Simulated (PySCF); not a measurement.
# First hyperpolarisability: SMILES FC(F)(F)C1=CC=C[SiH2]1, C$_{5}$H$_{5}$F$_{3}$Si

Cartesian coordinates in Å; atom numbers follow the order of the lines, from 1:
```xyz
14

F     2.528    0.843    1.187
C     2.024    0.039    0.233
F     2.494   -1.199    0.504
F     2.629    0.405   -0.919
C     0.554    0.064    0.123
C    -0.250    0.812    0.888
C    -1.672    0.683    0.609
C    -2.008   -0.163   -0.374
Si   -0.459   -0.952   -1.116
H     0.098    1.475    1.667
H    -2.379    1.258    1.189
H    -3.034   -0.329   -0.658
H    -0.185   -0.551   -2.493
H    -0.340   -2.385   -0.863
```

Computed, not measured: quadratic response B3LYP/aug-cc-pVDZ first hyperpolarisability, Taylor convention, gas phase (PySCF). Geometry: GFN2-xTB.

Problem. What is the first hyperpolarisability, and how does it disperse?

Solution. In 10⁻³⁰ esu, Taylor convention; the vector part is βᵢ = ⅓ Σⱼ (βᵢⱼⱼ + βⱼᵢⱼ + βⱼⱼᵢ); β∥ is 3/5 of the vector part along the dipole, the dipole points from − to +:
| process | λ (nm) | β vector norm | β∥ | β HRS | depolarisation ratio |
| --- | --- | --- | --- | --- | --- |
| static β(0;0,0) | ∞ | 1.60 | -0.92 | 0.61 | 6.73 |
| second harmonic β(−2ω;ω,ω) | 1550 | 1.67 | -0.97 | 0.65 | 6.42 |
| Pockels β(−ω;ω,0) | 1550 | 1.62 | -0.94 | – | – |
| second harmonic β(−2ω;ω,ω) | 1064 | 1.75 | -1.02 | 0.69 | 5.98 |
| Pockels β(−ω;ω,0) | 1064 | 1.65 | -0.95 | – | – |
| second harmonic β(−2ω;ω,ω) | 694.3 | 1.99 | -1.18 | 0.83 | 3.86 |
| Pockels β(−ω;ω,0) | 694.3 | 1.72 | -1.00 | – | – |

Problem. Which lowest excitations, dipole and polarisabilities go with it?

Solution. S1 4.28 eV (f = 0.082); S2 5.44 eV (f = 0.000); S3 5.89 eV (f = 0.010); dipole 3.23 D; isotropic α 85.2 au static, 85.7 au at 1550 nm, 86.2 au at 1064 nm, 87.1 au at 775 nm, 87.7 au at 694.3 nm, 89.7 au at 532 nm, 100.8 au at 347.1 nm.
